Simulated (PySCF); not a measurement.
**Frontier levels across methods**

Species: C₂H₆BFO.
Z-matrix (Å and degrees, PBE0-D3(BJ)/def2-SVP geometry), rows numbered from 1:
```
C 
O   1  1.3914
C   2  1.3943  1  113.56
B   3  1.5664  2  112.07  1  -179.31
F   4  1.3247  3  117.68  2  -177.46
H   1  1.1092  2  112.03  3   -60.35
H   1  1.0991  2  108.09  3  -179.83
H   1  1.1092  2  112.02  3    60.67
H   3  1.1152  2  112.11  1    58.21
H   3  1.1166  2  111.92  1   -58.45
H   4  1.2089  3  124.63  2     3.23
```

Basis pcSseg-2 throughout (PySCF), one geometry. The structure is a single PBE0-D3(BJ)/def2-SVP conformer in the gas phase; no vibrational or solvent corrections.

Problem. How do the orbital energies, the gap and the dipole change with the method?

Solution. 
```csv
method,kind,HOMO (eV),LUMO (eV),gap (eV),μ (D),SCF cycles
BLYP,GGA,-6.04,-1.64,4.40,1.52,15
OPBE,GGA,-6.08,-1.52,4.55,1.52,16
PBE,GGA,-6.12,-1.75,4.36,1.54,15
B97-D,GGA,-6.16,-1.54,4.62,1.53,15
BP86,GGA,-6.22,-1.79,4.43,1.54,15
LDA,LDA,-6.23,-2.03,4.19,1.63,15
KT2,GGA,-6.29,-1.75,4.54,1.52,15
KT3,GGA,-6.32,-1.67,4.65,1.50,16
B97-2,global hybrid,-7.43,-0.68,6.75,1.60,13
B3LYP,global hybrid,-7.47,-0.97,6.49,1.60,13
PBE0,global hybrid,-7.70,-0.70,7.00,1.62,12
mPW1PW91,global hybrid,-7.73,-0.70,7.03,1.62,12
CAM-B3LYP,range-separated hybrid,-9.15,0.37,9.52,1.65,12
BHandHLYP,global hybrid,-9.25,0.31,9.57,1.68,12
wB97X-D,range-separated hybrid,-9.60,1.23,10.83,1.63,13
LC-wPBE,range-separated hybrid,-10.44,1.64,12.08,1.68,12
HF,Hartree–Fock,-11.72,2.58,14.30,1.74,10
```

The HOMO spans 5.67 eV, from BLYP down to HF, and the gap runs from 4.19 eV (LDA) to 14.30 eV (HF). Over the methods BLYP (0 %), OPBE (0 %), PBE (0 %), B97-D (0 %), BP86 (0 %), LDA (0 %), KT2 (0 %), KT3 (0 %), B97-2 (21 %), B3LYP (20 %), PBE0 (25 %), mPW1PW91 (25 %), BHandHLYP (50 %), HF (100 %), a straight line through the gap against the share of exact exchange rises by 0.99 eV for each 10 % (correlation coefficient 0.999). The dipole ranges from 1.50 D (KT3) to 1.74 D (HF). This basis has no diffuse functions.

The vertical ΔSCF ionisation energy at PBE0/def2-SVPD is 10.08 eV; −ε(HOMO) comes closest to it with LC-wPBE (10.44 eV).
